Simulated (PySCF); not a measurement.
Species: CH₆Cl₂NSi (charge +1).
Z-matrix (Å and degrees, PBE0-D3(BJ)/def2-SVP geometry), rows numbered from 1:
```
N 
Si  1  1.8933
C   2  1.8905  1   97.46
Cl  3  1.7821  2  106.40  1    60.13
Cl  3  1.7815  2  106.67  1   -60.07
H   1  1.0317  2  108.86  3    55.69
H   1  1.0307  2  109.72  3   -60.26
H   1  1.0271  2  115.14  3   177.28
H   2  1.4786  1  103.79  3  -118.55
H   2  1.4785  1  104.27  3   118.34
H   3  1.0991  2  115.42  1   179.90
```

Theory: PBE0-D3(BJ)/def2-SVP geometry optimisation, gas phase (PySCF).

Take the most abundant isotopes and a rigid rotor. The values belong to one conformer with, in the numbering `[NH3+:1][SiH2:2][CH:3]([Cl:4])[Cl:5]`, N1–Si2–C3–Cl4 60°.

Problem. What are A, B and C (GHz)?

Solution. Ia = 211.30, Ib = 237.44, Ic = 342.00 u·Å²; 505379 MHz·u·Å²/I gives 2392, 2128 and 1478 MHz, that is A = 2.3918, B = 2.1284, C = 1.4777 GHz.

Problem. What kind of rotor is it?

Solution. An asymmetric top; Ray's κ = 0.424.

Problem. What does the inertial defect say?

Solution. Not planar: Δ = Ic − Ia − Ib = -106.75 u·Å². For a rigid frame Δ = −2 Σ m c², so Σ m c² = 53.37 u·Å² lies off the ab plane: 12.96 from hydrogen and 40.41 from heavier atoms. The atom farthest from that plane is 1.71 Å away.

Problem. Give the coordinates in the principal-axis frame, origin at the centre of mass.

Solution. The sense of each axis is arbitrary; atoms in the order of the calculation.
| atom | mass (u) | a (Å) | b (Å) | c (Å) |
| --- | --- | --- | --- | --- |
| N1 | 14.003 | 1.667 | -0.018 | 1.206 |
| Si2 | 27.977 | 1.452 | -0.016 | -0.675 |
| C3 | 12.000 | -0.438 | 0.004 | -0.705 |
| Cl4 | 34.969 | -0.940 | 1.491 | 0.138 |
| Cl5 | 34.969 | -0.978 | -1.470 | 0.138 |
| H6 | 1.008 | 1.151 | -0.819 | 1.600 |
| H7 | 1.008 | 1.238 | 0.829 | 1.606 |
| H8 | 1.008 | 2.639 | -0.072 | 1.534 |
| H9 | 1.008 | 2.081 | -1.283 | -1.103 |
| H10 | 1.008 | 2.099 | 1.239 | -1.115 |
| H11 | 1.008 | -0.894 | 0.010 | -1.705 |

Problem. Which types of transition are allowed, and where do some lines up to J = 2 fall?

Solution. The dipole components (about the centre of mass, as the species is charged) are |μa| = 6.88 D, |μb| = 0.08 D, |μc| = 1.81 D. Intensities carry the squares of the components, which stand as 1.00 : 0.00 : 0.07 (a : b : c). Some lines, for components of 0.1 D or more:

| type | branch | J(Ka,Kc) | MHz | lower level (cm⁻¹) |
| --- | --- | --- | --- | --- |
| a | Q | 2(2,0) ← 2(2,1) | 452 | 0.439 |
| a | Q | 1(1,0) ← 1(1,1) | 651 | 0.129 |
| c | Q | 2(2,1) ← 2(1,1) | 790 | 0.413 |
| a | Q | 2(1,1) ← 2(1,2) | 1952 | 0.348 |
| a | R | 1(0,1) ← 0(0,0) | 3606 | 0.000 |
| c | R | 1(1,0) ← 0(0,0) | 4520 | 0.000 |
| a | R | 2(1,2) ← 1(1,1) | 6562 | 0.129 |
| a | R | 2(0,2) ← 1(0,1) | 6760 | 0.120 |
| a | R | 2(1,1) ← 1(1,0) | 7863 | 0.151 |
| c | R | 2(1,1) ← 1(0,1) | 8777 | 0.120 |
| c | R | 2(2,0) ← 1(1,0) | 9105 | 0.151 |
| c | R | 2(2,1) ← 1(1,1) | 9304 | 0.129 |

Whether it is a minimum is left open (no frequencies). Constants of a rigid frame at the computed geometry: no zero-point averaging, no centrifugal distortion. A rigid rotor knows nothing of internal rotation, which can split or shift real lines. Quadrupole hyperfine structure (14N, 35Cl) is left out.

Hardware: one thread, Arm Neoverse N1 (aarch64), on a shared host. Cost: 34 s, 0.58 GiB resident at most. That covers the optimisation of the geometry.
